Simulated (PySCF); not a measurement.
PySCF input for In(F)(Et)(OH) (C2H6FInO), SMILES C[CH2][In]([OH])[F], PBE-D3(BJ)/def2-SVP. Coordinates come from a PBE-D3(BJ)/def2-SVP optimisation. The def2 effective core potentials stand for the cores of In; spin–orbit coupling is left out. Other conformers were not sampled.

```python
import numpy as np
from pyscf import gto, scf, dft, df
from pyscf.hessian import thermo

mol = gto.M(
    atom='''
    In    0.10399906    0.16583454    0.22805773
    F     1.15666551    0.05711839    1.90862955
    C    -0.14483747   -1.64247566   -0.96628797
    C    -1.02567121   -1.49432047   -2.20419346
    H    -0.54001943   -2.38986367   -0.24869460
    H     0.89191805   -1.94733618   -1.21579386
    H    -0.62718248   -0.74491842   -2.91804472
    H    -2.06182198   -1.19125731   -1.95033267
    H    -1.09731393   -2.45739746   -2.75469593
    O    -0.50249926    2.08924229    0.06382464
    H    -1.02847725    2.19765329   -0.75264148
    ''',
    basis='def2-SVP',
    ecp={'In': 'def2-svp'},
    charge=0,
    spin=0,
    max_memory=1600,
    verbose=3,
)
mf = dft.RKS(mol, xc='pbe').density_fit(auxbasis='def2-universal-jkfit')
mf.disp = 'd3bj'
mf.grids.level = 3
mf.conv_tol = 1e-11
mf.max_cycle = 100
mf.kernel()

# [left out here: the lines that compute and print the analytic Hessian (its translational invariance restored by hand, since the grid's response is missing), thermochemistry and intensities]
```

Program output:

```
converged SCF energy = -444.57717088377

WARN: DFTD3 does not support analytical Hessian, using finite difference


WARN: Mole.unit (angstrom) is changed to Bohr

Mode                                 0                   1                   2
Irrep
Freq [cm^-1]                       16.6602             63.7128            106.3071
Reduced mass [au]                   2.2316              5.2221              4.7963
Force const [Dyne/A]                0.0004              0.0125              0.0319
Char temp [K]                      23.9704             91.6685            152.9522
Normal mode                   x     y     z       x     y     z       x     y     z
       0  In                 0.01  0.00 -0.01    0.02 -0.03  0.02   -0.04 -0.01  0.03
       1   F                -0.09 -0.03  0.05   -0.01  0.09  0.04    0.08  0.02 -0.05
       2   C                 0.09  0.03 -0.06   -0.02  0.02 -0.04    0.06  0.02 -0.04
       3   C                -0.10 -0.03  0.07   -0.05  0.13 -0.01    0.03  0.01 -0.02
       4   H                 0.30 -0.06 -0.04   -0.03 -0.01 -0.08    0.16 -0.07 -0.08
       5   H                 0.10  0.19 -0.22   -0.04  0.00 -0.08    0.09  0.15 -0.08
       6   H                -0.31  0.07  0.05   -0.04  0.16  0.03   -0.09  0.13  0.04
       7   H                -0.11 -0.20  0.23   -0.03  0.15  0.03   -0.01 -0.17  0.02
       8   H                -0.03 -0.01  0.03   -0.09  0.17 -0.07    0.17  0.05 -0.11
       9   O                 0.02  0.01 -0.01   -0.05 -0.06 -0.11    0.11  0.03 -0.07
      10   H                 0.07  0.02 -0.04   -0.04 -0.13 -0.13    0.03  0.01 -0.02
Mode                                 3                   4                   5
Irrep
Freq [cm^-1]                      142.9020            224.6104            233.1592
Reduced mass [au]                  10.5119              3.5993              1.1570
Force const [Dyne/A]                0.1265              0.1070              0.0371
Char temp [K]                     205.6041            323.1643            335.4641
Normal mode                   x     y     z       x     y     z       x     y     z
       0  In                -0.00 -0.03 -0.02   -0.02 -0.01 -0.03   -0.01 -0.00  0.01
       1   F                -0.03  0.16  0.01   -0.01 -0.02 -0.03    0.01  0.00 -0.01
       2   C                -0.01 -0.02 -0.02    0.08 -0.04  0.09    0.07  0.02 -0.05
       3   C                -0.01 -0.01 -0.02    0.05  0.12  0.13   -0.01 -0.00  0.01
       4   H                -0.01 -0.02 -0.03    0.06 -0.05  0.07    0.14  0.00 -0.03
       5   H                -0.01 -0.02 -0.03    0.07 -0.04  0.07    0.07  0.06 -0.11
       6   H                -0.01 -0.00 -0.02    0.08  0.18  0.21    0.22 -0.37 -0.25
       7   H                -0.01 -0.00 -0.02    0.09  0.18  0.20    0.13  0.48  0.01
       8   H                -0.01 -0.00 -0.02   -0.04  0.19  0.02   -0.45 -0.14  0.30
       9   O                 0.07  0.01  0.13    0.01 -0.00  0.02    0.02  0.00 -0.01
      10   H                 0.06  0.12  0.15    0.00  0.04  0.03    0.02  0.00 -0.01
Mode                                 6                   7                   8
Irrep
Freq [cm^-1]                      275.4112            452.4920            572.4283
Reduced mass [au]                   1.0809              3.7633             13.0629
Force const [Dyne/A]                0.0483              0.4540              2.5219
Char temp [K]                     396.2554            651.0352            823.5969
Normal mode                   x     y     z       x     y     z       x     y     z
       0  In                -0.00 -0.00  0.00    0.00 -0.02 -0.01    0.00 -0.03 -0.01
       1   F                 0.02  0.01 -0.01   -0.02  0.00 -0.02    0.04 -0.00  0.06
       2   C                 0.00  0.00 -0.00   -0.02  0.22  0.07   -0.00  0.03  0.01
       3   C                 0.00  0.00 -0.00    0.02  0.01  0.03    0.01  0.00  0.01
       4   H                 0.00 -0.00 -0.00    0.01  0.22  0.09    0.00  0.05  0.03
       5   H                 0.00  0.00  0.00   -0.01  0.22  0.11    0.00  0.05  0.03
       6   H                -0.01  0.01  0.00   -0.02 -0.07 -0.07    0.00 -0.01 -0.01
       7   H                -0.00 -0.01  0.00   -0.03 -0.07 -0.07   -0.00 -0.01 -0.01
       8   H                 0.01  0.00 -0.01    0.15 -0.09  0.18    0.03 -0.02  0.04
       9   O                -0.05 -0.01  0.03    0.01 -0.05 -0.00   -0.06  0.20 -0.02
      10   H                 0.80  0.21 -0.49    0.01 -0.05  0.00   -0.05  0.10 -0.04
Mode                                 9                  10                  11
Irrep
Freq [cm^-1]                      577.5585            626.1735            798.0905
Reduced mass [au]                  20.7396              1.1981              1.0758
Force const [Dyne/A]                4.0761              0.2768              0.4037
Char temp [K]                     830.9782            900.9242           1148.2745
[...]
       7   H                -0.13  0.09 -0.39    0.09  0.18  0.14    0.17  0.07  0.26
       8   H                 0.21  0.06 -0.13   -0.34  0.16 -0.44   -0.05  0.04 -0.05
       9   O                 0.00  0.00 -0.00   -0.00 -0.00 -0.00    0.00 -0.00 -0.00
      10   H                 0.00  0.00 -0.00   -0.00  0.02  0.00    0.00 -0.00  0.00
Mode                                15                  16                  17
Irrep
Freq [cm^-1]                     1138.2583           1197.6255           1346.6879
Reduced mass [au]                   1.4114              1.2849              1.2040
Force const [Dyne/A]                1.0774              1.0858              1.2865
Char temp [K]                    1637.7003           1723.1164           1937.5840
Normal mode                   x     y     z       x     y     z       x     y     z
       0  In                 0.00  0.00  0.00   -0.00 -0.00  0.00   -0.00  0.00 -0.00
       1   F                -0.00  0.00 -0.00    0.00  0.00 -0.00   -0.00 -0.00 -0.00
       2   C                -0.02 -0.11 -0.08   -0.07 -0.02  0.05   -0.01  0.01 -0.01
       3   C                -0.01  0.08  0.02    0.09  0.03 -0.06   -0.07  0.01 -0.10
       4   H                 0.04  0.33  0.39    0.31  0.11  0.39    0.17 -0.08  0.01
       5   H                 0.19  0.38  0.28   -0.20 -0.08 -0.46   -0.01 -0.13  0.13
       6   H                 0.01 -0.11 -0.15   -0.24  0.08 -0.19    0.37  0.13  0.29
       7   H                -0.09 -0.14 -0.08    0.13 -0.12  0.26    0.09  0.04  0.48
       8   H                 0.18 -0.07  0.24   -0.17 -0.05  0.11    0.30 -0.24  0.34
       9   O                 0.00 -0.01 -0.00    0.00  0.00 -0.00    0.00 -0.00  0.00
      10   H                 0.00  0.00  0.00    0.00  0.00 -0.00    0.00 -0.00 -0.00
Mode                                18                  19                  20
Irrep
Freq [cm^-1]                     1389.6853           1421.4505           1424.5732
Reduced mass [au]                   1.1250              1.0402              1.0348
Force const [Dyne/A]                1.2801              1.2383              1.2372
Char temp [K]                    1999.4478           2045.1508           2049.6436
Normal mode                   x     y     z       x     y     z       x     y     z
       0  In                 0.00 -0.00 -0.00    0.00 -0.00 -0.00    0.00  0.00 -0.00
       1   F                -0.00 -0.00 -0.00    0.00  0.00  0.00    0.00  0.00  0.00
       2   C                 0.05 -0.04  0.06    0.00  0.02  0.02    0.02  0.01 -0.01
       3   C                -0.02 -0.02 -0.04   -0.01  0.05  0.00    0.04  0.01 -0.02
       4   H                -0.60  0.23 -0.05   -0.06  0.01 -0.03   -0.04  0.01 -0.04
       5   H                 0.04  0.43 -0.47   -0.02  0.02 -0.07    0.03 -0.01  0.04
       6   H                 0.06  0.08  0.12    0.49 -0.38 -0.15    0.11  0.31  0.36
       7   H                 0.05  0.08  0.12   -0.11 -0.54  0.29   -0.17 -0.37 -0.31
       8   H                 0.07 -0.08  0.06   -0.20  0.19 -0.26   -0.55 -0.16  0.36
       9   O                 0.00 -0.00 -0.00   -0.00  0.00 -0.00   -0.00 -0.00  0.00
      10   H                 0.00 -0.00 -0.00   -0.00  0.00  0.00    0.00  0.00 -0.00
Mode                                21                  22                  23
Irrep
Freq [cm^-1]                     2960.2997           3002.0132           3037.2034
Reduced mass [au]                   1.0388              1.0601              1.0996
Force const [Dyne/A]                5.3638              5.6288              5.9764
Char temp [K]                    4259.2122           4319.2286           4369.8595
Normal mode                   x     y     z       x     y     z       x     y     z
       0  In                -0.00  0.00  0.00    0.00 -0.00  0.00   -0.00 -0.00 -0.00
       1   F                -0.00 -0.00 -0.00   -0.00 -0.00 -0.00    0.00 -0.00  0.00
       2   C                -0.00  0.00 -0.00    0.03 -0.05  0.02   -0.01  0.01 -0.00
       3   C                -0.03 -0.01 -0.04   -0.00  0.01 -0.00   -0.02  0.08  0.01
       4   H                -0.01 -0.01  0.01    0.25  0.44 -0.43   -0.04 -0.07  0.06
       5   H                 0.02 -0.00 -0.01   -0.65  0.17  0.16    0.10 -0.03 -0.03
       6   H                -0.18 -0.33  0.30   -0.03 -0.05  0.06   -0.19 -0.32  0.32
       7   H                 0.45 -0.14 -0.12    0.08 -0.02 -0.02    0.44 -0.11 -0.11
       8   H                 0.03  0.61  0.34   -0.01 -0.07 -0.04   -0.04 -0.56 -0.32
       9   O                -0.00 -0.00 -0.00   -0.00  0.00  0.00    0.00 -0.00 -0.00
      10   H                 0.00 -0.00  0.00    0.00 -0.00 -0.00    0.00 -0.00  0.00
Mode                                24                  25                  26
Irrep
Freq [cm^-1]                     3051.4349           3069.7748           3701.9758
Reduced mass [au]                   1.1037              1.1047              1.0670
Force const [Dyne/A]                6.0551              6.1336              8.6153
Char temp [K]                    4390.3354           4416.7225           5326.3190
Normal mode                   x     y     z       x     y     z       x     y     z
       0  In                 0.00  0.00 -0.00   -0.00 -0.00  0.00   -0.00 -0.00 -0.00
       1   F                 0.00  0.00 -0.00   -0.00 -0.00  0.00    0.00  0.00  0.00
       2   C                 0.04  0.01 -0.03   -0.06 -0.02  0.04    0.00 -0.00  0.00
       3   C                -0.06 -0.02  0.04   -0.04 -0.01  0.03    0.00 -0.00  0.00
       4   H                -0.14 -0.28  0.26    0.19  0.37 -0.35   -0.00 -0.00 -0.00
       5   H                -0.36  0.11  0.09    0.49 -0.15 -0.12   -0.00 -0.00 -0.00
       6   H                 0.19  0.36 -0.33    0.14  0.27 -0.25    0.00  0.00 -0.00
       7   H                 0.51 -0.16 -0.13    0.37 -0.11 -0.09   -0.00  0.00  0.00
       8   H                -0.01 -0.01  0.00   -0.01 -0.00  0.01   -0.00  0.00 -0.00
       9   O                 0.00  0.00 -0.00   -0.00 -0.00  0.00   -0.03  0.01 -0.05
      10   H                -0.00 -0.00  0.00   -0.00 -0.00  0.00    0.52 -0.12  0.80
temperature 298.1500 [K]
pressure 101325.00 [Pa]
Rotational constants [GHz] 4.60289 1.90857 1.37295
Symmetry number 1
Zero-point energy (ZPE) 0.07681 [Eh]   201667.932 [J/mol]
                           tot       elec      trans        rot        vib
Entropy [J/mol/K]       396.714      0.000    173.503    115.811    107.401
Cv [J/mol/K]            110.473      0.000     12.472     12.472     85.530
Cp [J/mol/K]            118.788      0.000     20.786     12.472     85.530
Internal energy [J/mol]                      3718.434   3718.434 216400.740
Internal energy [Eh]   -444.49192  -444.57717
Enthalpy [J/mol]                             6197.391   3718.434 216400.740
Enthalpy [Eh]          -444.49097
Gibbs free energy [J/mol]                  -45532.477 -30810.517 184379.269
Gibbs free energy [Eh] -444.53602
mode   freq/cm-1   IR/(km/mol)
   1       16.66         3.343
   2       63.71         5.992
   3      106.31        15.195
   4      142.90        12.958
   5      224.61         5.342
   6      233.16         1.146
   7      275.41        65.418
   8      452.49         3.719
   9      572.43        61.610
  10      577.56        63.242
  11      626.17        18.843
  12      798.09        77.330
  13      916.21         0.905
  14      938.40         6.818
  15     1031.15         3.036
  16     1138.26        31.898
  17     1197.63         2.022
  18     1346.69         5.180
  19     1389.69         1.988
  20     1421.45         1.698
  21     1424.57         8.904
  22     2960.30        29.073
  23     3002.01         4.248
  24     3037.20        11.271
  25     3051.43         4.409
  26     3069.77        10.711
  27     3701.98        32.652
max |gradient| / (hartree/bohr): 0.00010199127659079625
APT charges: [ 1.2202 -0.6139 -0.0596  0.0128 -0.029  -0.0293 -0.0018 -0.0017 -0.0295
 -0.6666  0.1984]
```

Self-consistency was reached.

Cost: about 2.2 core-minutes (a rough figure).
